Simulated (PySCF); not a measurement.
A small calculation by hand: chemical shift, span and skew from a shielding tensor

CH9NSi4, SMILES [SiH2]([Si@@H]1[SiH2]N=C1)[SiH3]. Atoms are numbered in the order given.

```xyz
15

Si     1.6172     1.2081    -1.4392
Si     1.6748    -0.9233    -0.4448
Si    -0.2312    -1.0519     0.9257
C     -0.6442     0.7017     1.6456
N     -1.6504     1.2001     1.0122
Si    -2.1899    -0.1697    -0.0458
H      0.2970     1.4041    -2.1060
H      2.7016     1.3667    -2.4524
H      1.7811     2.2468    -0.3814
H      1.6230    -1.9922    -1.4885
H      2.9338    -1.0948     0.3432
H     -0.2071    -2.2188     1.8624
H     -0.1243     1.2985     2.4219
H     -2.2644     0.1855    -1.4914
H     -3.5152    -0.6931     0.3901
```

Coordinates come from a B3LYP-D3(BJ)/def2-SVP optimisation. The structure was generated by enumeration; whether it is a known compound was not checked. One conformer was computed; it need not be the lowest.

GIAO shieldings from KT2/pcSseg-1 in PySCF, non-relativistic, no solvent. The symmetric part of the tensor of Si2 has the principal values 468.6, 482.8, 488.0 ppm. The same nucleus in TMS has σ = 361.9 ppm at this level (PySCF, at its B3LYP-D3(BJ)/def2-TZVP geometry).

Q: Work out the isotropic shielding, the ²⁹Si shift against TMS, the span and the skew.

A: 
σ(iso) = (σ11 + σ22 + σ33)/3 = 479.8 ppm. δ = σ(ref) − σ(iso) = 361.9 − (479.8) = -117.9 ppm.
Span Ω = σ33 − σ11 = 19.4 ppm. Skew κ = 3(σ(iso) − σ22)/Ω = -0.46. Tumbling in solution averages the tensor to δ; in a static solid the shielding alone would spread this spin-1/2 line over Ω.
